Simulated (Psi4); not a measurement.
H2BO2, doublet, at a GFN2-xTB geometry, with bond 5-3 at 1.3 times its length. Base run: Psi4 with CAM-B3LYP/6-31G*.

Psi4 was given this input:
```
memory 2 GB

molecule {
0 2
  O     1.13377266    0.12435186   -0.36781878
  B    -0.03360281   -0.52188624   -0.20573049
  O    -1.12795819   -0.03404720    0.40341739
  H     1.22824605    1.02526193   -0.02617740
  H    -1.10038462    1.13046568    0.88002806
}

set basis 6-31g*
set reference uks

energy('cam-b3lyp')
print_variables()
```

Each row names what was changed in the base input (with any setting that the change needs).

```
change                                        ΔE vs base (mEh)  SCF cycles  grid points  basis functions        outcome
--------------------------------------------  ----------------  ----------  -----------  ---------------  -------------
base                                                     0.000          10       108198               49      converged
dft_nuclear_scheme = becke                              -0.003          10       107707               49      converged
cholesky_tolerance = 1e-6 (with scf_type cd)                 -           -            -                -  input refused
soscf = true                                             0.000           7       108198               49      converged
scf_initial_accelerator = ediis                          0.000          10       108198               49      converged
dft_spherical_points = 110                               0.033          10        39469               49      converged
d_convergence = 1e-8                                     0.000          14       108198               49      converged
scf_type = disk_df                                       0.000          10       108198               49      converged
dft_pruning_scheme = treutler                           -0.071          10        60036               49      converged
d_convergence = 1e-4                                     0.000          10       108198               49      converged
dft_radial_points = 50                                   0.001          10        73272               49      converged
dft_spherical_points = 434                               0.002          10       155393               49      converged
scf_initial_accelerator = none                           0.000          10       108198               49      converged
```

Open shells are given as the SCF converged; they aren't shown to be the lowest states, and a large step between rows can be another state.

- cholesky_tolerance = 1e-6 (with scf_type cd): ended with `psi4.driver.p4util.exceptions.ValidationError: SCF: SCF_TYPE (CD) not supported for range-separated functionals, plese use SCF_TYPE = 'DF' to automatically select the correct JK build.`
